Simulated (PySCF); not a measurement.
Se: ionisation energy

Se [Ar] 3d10 4s2 4p4 (3P) → Se+ [Ar] 3d10 4s2 4p3 (4S), as a difference of total energies. All numbers are calculated (PySCF 2.14, scalar relativity by spin-free X2C-1e, in x2c-TZVPPall). Correlated levels: valence and next inner shell: [Ne] frozen. The calculations carry no spin-orbit coupling.

```csv
method,ionisation energy (eV),error (eV)
UHF,8.543,-1.092
MP2 (valence and next inner shell),9.268,-0.367
SCS-MP2 (valence and next inner shell),9.313,-0.322
CCSD (valence and next inner shell),9.354,-0.281
CCSD(T) (valence and next inner shell),9.387,-0.248
```

Reference: 9.635 eV (measured; NIST levels, between the centres of gravity of the two terms).

Errors of the correlated levels include the incompleteness of this basis and the frozen core.
